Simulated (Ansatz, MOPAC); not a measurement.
CH2O (SMILES C=O) and GeH4 (SMILES [GeH4]) are pulled apart as rigid monomers along the line of their centres of mass, from the B3LYP-D3(BJ)/def2-TZVP minimum. Starting geometry (charge 0, multiplicity 1):
```xyz
9

C      0.49125    -0.57725     0.39054
O      0.43459     0.47642     0.96144
H      0.72650    -0.64478    -0.68852
H      0.31123    -1.53524     0.91435
Ge    -0.26467     0.02817     4.11482
H     -0.59784    -0.29898     5.58304
H     -0.24663    -1.29247     3.32676
H      1.11450     0.69452     4.05090
H     -1.34320     0.96042     3.55155
```

Interaction energies with rigid monomers; basis-set methods are counterpoise corrected unless marked otherwise.

Correlated levels freeze the cores. Filled d and f shells under p-block atoms count as core. The state that AM1 reach isn't checked.

Programs: Ansatz (Gaussian orbitals); MOPAC for AM1 (differences of heats of formation). 

| O2···Ge5 (Å) | AM1 (kcal/mol) | wB97M-V/def2-TZVPPD (kcal/mol) | MP2/aug-cc-pVDZ (kcal/mol) | CCSD/aug-cc-pVDZ (kcal/mol) | CCSD(T)/aug-cc-pVDZ (kcal/mol) |
|---|---|---|---|---|---|
| 2.94 | 1.62 | -1.37 | -0.63 | -0.15 | -0.53 |
| 3.26 | [?] | -1.93 | [?] | -1.35 | -1.58 |
| 3.74 | 0.28 | -1.34 | -1.26 | -1.17 | -1.28 |
| 4.55 | 0.06 | -0.53 | -0.52 | -0.50 | -0.53 |
| 5.85 | 0.00 | -0.13 | -0.13 | -0.13 | -0.14 |

Fill in the missing entries.


- 3.26, MP2/aug-cc-pVDZ (kcal/mol): -1.59
- 3.26, AM1 (kcal/mol): 0.69

Ansatz is a quantum-chemistry and plane-wave program.
